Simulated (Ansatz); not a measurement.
`O[Si]1([SeH])CO1` → `O=C([SeH])O[SiH3]`  (isomerisation)

Program: Ansatz. Geometries: PBE0-D4/def2-TZVP. ΔE: electronic, gas phase. CCSD(T)/CBS adds triple-zeta CCSD(T) − MP2 to the extrapolated MP2 energy (def2 sets, frozen cores). DFT in def2-TZVPP. B3LYP here is the variant with VWN-RPA as its local correlation; programs differ in this. For Se outer-core shells are correlated without core-valence functions, which leaves a few kJ/mol of doubt a bond. Scalar relativity is left out up to krypton. Each species was taken in one conformer, which may not be the lowest.

**Question.** Is it downhill or uphill in electronic energy at CCSD(T)/CBS, and by how much? (An estimate is asked.)

**Answer.** Ansatz gave: Uphill: ΔE = +100.5 kJ/mol.

**Question.** What do these levels give: PBE-D4, r2SCAN-D4, PBE0-D4, B3LYP-D4, ωB97M-V, MP2/def2-TZVPP, SCS-MP2/def2-TZVPP, CCSD(T)/def2-TZVPP, HF/def2-QZVPP, SCS-MP2/def2-QZVPP, HF/CBS(def2), MP2/CBS(def2)? (Estimate.)

**Answer.** Computed: PBE-D4 79.7, r2SCAN-D4 86.7, PBE0-D4 91.2, B3LYP-D4 73.8, ωB97M-V 92.0, MP2/def2-TZVPP 98.3, SCS-MP2/def2-TZVPP 86.9, CCSD(T)/def2-TZVPP 86.9, HF/def2-QZVPP 62.6, SCS-MP2/def2-QZVPP 95.1, HF/CBS(def2) 62.8, MP2/CBS(def2) 111.9 kJ/mol.

Largest T1 diagnostic among the species: 0.014.

In def2-TZVPP, CCSD(T) changes the Hartree–Fock value by +25.7 kJ/mol (the triples alone add −2.4 kJ/mol) and MP2 by +37.1 kJ/mol. From PBE to PBE0 (25 % exact exchange), in def2-TZVPP and without D4, ΔE moves by +11.7 kJ/mol.
